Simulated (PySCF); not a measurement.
## Worked example: oscillator strength and radiative lifetime

ClGeH5N2, SMILES [NH2][GeH]([NH2])[Cl].

The structure is a stationary point at r2SCAN-D4/def2-SVP. This is a generated structure with no PubChem entry under its InChIKey; it may be hypothetical. The values are those of a single conformer.

TDA-CAM-B3LYP/def2-SVPD (PySCF) puts the first singlet state with f over 0.02 at 6.84 eV (vertical), with the transition dipole (-0.115, -0.411, -0.285) in atomic units.

**Question.** Find the oscillator strength, the wavelength and the radiative lifetime that this transition would have in vacuum if emission retraced absorption.

**Answer.** 
|μ|² = 0.2634 au, so |μ| = 1.30 D. ΔE = 6.84/27.211 = 0.2514 hartree. f = (2/3) ΔE |μ|² = 0.044 (the program prints 0.044).
λ = 1239.84/6.84 = 181 nm; ν = 55168 cm⁻¹.
Einstein's coefficient A = 0.6670 ν² f s⁻¹ (ν in cm⁻¹) = 9.0e7 s⁻¹, so τ = 1/A = 11 ns. This state is S1. The figure is the radiative limit of this one transition; relaxation, internal conversion, crossing to triplets and a medium change what is measured.
